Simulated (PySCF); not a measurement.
C₃H₈NO (SMILES CN(C)C=[OH+]), charge +1, singlet, at a GFN2-xTB geometry, atoms displaced at random by about 0.03 Å a coordinate; DF-HF/6-31G, gradient in PySCF.

Here is a job for PySCF.
```python
from pyscf import gto, scf

mol = gto.Mole()
mol.atom = '''
    C    -0.749893   -1.121082    0.656895
    N    -0.310002    0.176849    0.183265
    C    -1.243597    1.224606    0.341369
    C     0.833883    0.390204   -0.461961
    O     1.624332   -0.623503   -0.666056
    H    -0.932059   -1.115737    1.599671
    H     0.000597   -1.891688    0.349663
    H    -1.630273   -1.442041    0.084853
    H    -0.890097    2.216565   -0.080334
    H    -1.459731    1.301429    1.376457
    H    -2.232155    1.003595   -0.197172
    H     0.996011    1.383230   -0.791419
    H     2.457430   -0.360430   -1.093169
'''
mol.basis = '6-31g'
mol.charge = 1
mol.spin = 0
mol.verbose = 4
mol.build()

mf = scf.RHF(mol)
mf = mf.density_fit(auxbasis='def2-universal-jkfit')
mf.kernel()
g = mf.nuc_grad_method()
g.auxbasis_response = False
grad = g.kernel()
```

What does PySCF print? Leave out banner, timings and long lists.


```
PySCF version 2.14.0

[INPUT] verbose = 4
[INPUT] num. atoms = 13
[INPUT] num. electrons = 40
[INPUT] charge = 1
[INPUT] spin (= nelec alpha-beta = 2S) = 0
[INPUT] symmetry False subgroup None
[INPUT] Mole.unit = angstrom
[INPUT] Symbol           X                Y                Z      unit          X                Y                Z       unit  Magmom
[INPUT]  1 C     -0.749893000000  -1.121082000000   0.656895000000 AA   -1.417092392728  -2.118537943180   1.241351642596 Bohr   0.0
[INPUT]  2 N     -0.310002000000   0.176849000000   0.183265000000 AA   -0.585818878067   0.334196175403   0.346320658218 Bohr   0.0
[INPUT]  3 C     -1.243597000000   1.224606000000   0.341369000000 AA   -2.350057739331   2.314169950499   0.645093917417 Bohr   0.0
[INPUT]  4 C      0.833883000000   0.390204000000  -0.461961000000 AA    1.575810489931   0.737378692710  -0.872979770230 Bohr   0.0
[INPUT]  5 O      1.624332000000  -0.623503000000  -0.666056000000 AA    3.069542615367  -1.178249907845  -1.258663423623 Bohr   0.0
[INPUT]  6 H     -0.932059000000  -1.115737000000   1.599671000000 AA   -1.761336241936  -2.108437357044   3.022940079409 Bohr   0.0
[INPUT]  7 H      0.000597000000  -1.891688000000   0.349663000000 AA    0.001128166496  -3.574772233126   0.660767305894 Bohr   0.0
[INPUT]  8 H     -1.630273000000  -1.442041000000   0.084853000000 AA   -3.080769478273  -2.725062550394   0.160348930848 Bohr   0.0
[INPUT]  9 H     -0.890097000000   2.216565000000  -0.080334000000 AA   -1.682039554297   4.188700787297  -0.151809258491 Bohr   0.0
[INPUT] 10 H     -1.459731000000   1.301429000000   1.376457000000 AA   -2.758491805537   2.459344380567   2.601126752240 Bohr   0.0
[INPUT] 11 H     -2.232155000000   1.003595000000  -0.197172000000 AA   -4.218161617579   1.896519689983  -0.372601079433 Bohr   0.0
[INPUT] 12 H      0.996011000000   1.383230000000  -0.791419000000 AA    1.882188007054   2.613925867282  -1.495565159777 Bohr   0.0
[INPUT] 13 H      2.457430000000  -0.360430000000  -1.093169000000 AA    4.643869670290  -0.681113987077  -2.065790017865 Bohr   0.0

nuclear repulsion = 192.351656527168
number of shells = 41
number of NR pGTOs = 142
number of NR cGTOs = 61
basis = 6-31g
ecp = {}

******** <class 'pyscf.df.df_jk.DFRHF'> ********
method = DFRHF
initial guess = minao
damping factor = 0
level_shift factor = 0
DIIS = <class 'pyscf.scf.diis.CDIIS'>
diis_start_cycle = 1
diis_space = 8
diis_damp = 0
SCF conv_tol = 1e-09
SCF conv_tol_grad = None
SCF max_cycles = 50
direct_scf = False
Set gradient conv threshold to 3.16228e-05
Initial guess from minao.
******** <class 'pyscf.df.df.DF'> ********
auxbasis = def2-universal-jkfit
init E= -248.680013859346
  HOMO = -0.255029193645681  LUMO = 0.063136033768783  gap/eV = 8.65772
cycle= 1 E= -247.081679031941  delta_E=  1.6  |g|= 0.612  |ddm|= 3.09
  HOMO = -0.673767788730661  LUMO = -0.191577091816452  gap/eV = 13.12108
cycle= 2 E= -247.177056296769  delta_E= -0.0954  |g|= 0.304  |ddm|= 1.08
  HOMO = -0.615805536574844  LUMO = -0.102786483996395  gap/eV = 13.95996
cycle= 3 E= -247.196739723646  delta_E= -0.0197  |g|= 0.0785  |ddm|= 0.299
  HOMO = -0.611201449970133  LUMO = -0.0876036771782955  gap/eV = 14.24782
cycle= 4 E= -247.198190269067  delta_E= -0.00145  |g|= 0.0214  |ddm|= 0.0954
  HOMO = -0.613429911930931  LUMO = -0.0915247016629923  gap/eV = 14.20176
cycle= 5 E= -247.198342500823  delta_E= -0.000152  |g|= 0.00458  |ddm|= 0.034
  HOMO = -0.614008609295453  LUMO = -0.0912597947342559  gap/eV = 14.22472
cycle= 6 E= -247.198353497512  delta_E= -1.1e-05  |g|= 0.00228  |ddm|= 0.0083
  HOMO = -0.613707038450265  LUMO = -0.0910149064624735  gap/eV = 14.22318
cycle= 7 E= -247.198355618099  delta_E= -2.12e-06  |g|= 0.000593  |ddm|= 0.00329
  HOMO = -0.613789171515574  LUMO = -0.0910138056682814  gap/eV = 14.22544
cycle= 8 E= -247.198355852105  delta_E= -2.34e-07  |g|= 0.000177  |ddm|= 0.0012
  HOMO = -0.613794694315549  LUMO = -0.0910034562610493  gap/eV = 14.22587
cycle= 9 E= -247.198355872084  delta_E= -2e-08  |g|= 6.11e-05  |ddm|= 0.00038
  HOMO = -0.613797277061556  LUMO = -0.091008043750193  gap/eV = 14.22582
cycle= 10 E= -247.198355874688  delta_E= -2.6e-09  |g|= 2e-05  |ddm|= 0.000153
  HOMO = -0.613798512544189  LUMO = -0.0910083588720991  gap/eV = 14.22584
cycle= 11 E= -247.198355874992  delta_E= -3.03e-10  |g|= 5.14e-06  |ddm|= 6.01e-05
  HOMO = -0.613798322084115  LUMO = -0.0910077224333601  gap/eV = 14.22586
Extra cycle  E= -247.198355875004  delta_E= -1.22e-11  |g|= 2.24e-06  |ddm|= 7.3e-06
converged SCF energy = -247.198355875004

******** <class 'pyscf.df.grad.rhf.Gradients'> for <class 'pyscf.df.df_jk.DFRHF'> ********
unit = Eh/Bohr
--------------- DFRHF gradients ---------------
         x                y                z
0 C    -0.0341732577     0.0521064788     0.1457602730
1 N    -0.0738400069    -0.0021584694     0.0495357299
2 C     0.0517279065    -0.0507586038     0.0309434476
3 C     0.0844110208     0.0304216949    -0.0470541656
4 O    -0.0277219640    -0.0253967312     0.0145005704
5 H     0.0196079388    -0.0019177761    -0.1205200677
6 H     0.0126084028    -0.0191370439    -0.0189792663
7 H    -0.0022044433    -0.0115458023    -0.0086663233
8 H     0.0067560379     0.0298698640    -0.0168355129
9 H     0.0053055507    -0.0105270765    -0.0137388459
10 H    -0.0349080774    -0.0028917228    -0.0165985486
11 H    -0.0133634179    -0.0063941387     0.0065960227
12 H     0.0069920194     0.0184481152    -0.0054552459
----------------------------------------------
```
